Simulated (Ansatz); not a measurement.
One change: `CC1OC[SiH2]1` becomes `FC1OC[SiH2]1`.

Ansatz, PBE0-D4/def2-TZVP geometries, multiplicity 1. 

```
                                        property  `CC1OC[SiH2]1`
              HOMO energy (PBE0/def2-TZVPP) / eV           -7.08
         HOMO–LUMO gap (ωB97M-V/def2-TZVPP) / eV           10.96
           HOMO energy (ωB97M-V/def2-TZVPP) / eV           -9.42
           LUMO energy (ωB97M-V/def2-TZVPP) / eV            1.54
size of the dipole moment (B3LYP/def2-TZVPP) / D            1.35
             HOMO–LUMO gap (PBE/def2-TZVPP) / eV            4.73
```

Q: What does the change do to each property? (Estimate.)

A: The calculation gave: 
| property | `FC1OC[SiH2]1` | shift |
| --- | --- | --- |
| HOMO energy (PBE0/def2-TZVPP) / eV | -8.02 | -0.94 |
| HOMO–LUMO gap (ωB97M-V/def2-TZVPP) / eV | 11.60 | 0.64 |
| HOMO energy (ωB97M-V/def2-TZVPP) / eV | -10.31 | -0.89 |
| LUMO energy (ωB97M-V/def2-TZVPP) / eV | 1.29 | -0.25 |
| size of the dipole moment (B3LYP/def2-TZVPP) / D | 2.43 | 1.08 |
| HOMO–LUMO gap (PBE/def2-TZVPP) / eV | 5.42 | 0.69 |

With PBE0 the HOMO falls by 0.94 eV and the LUMO falls by 0.30 eV, so the gap widens by about 0.64 eV. PBE moves the HOMO by -0.99 eV and ωB97M-V by -0.89 eV. Dipoles are sizes alone; their direction can turn.

B3LYP here is the variant with VWN-RPA as its local correlation; programs differ in this.
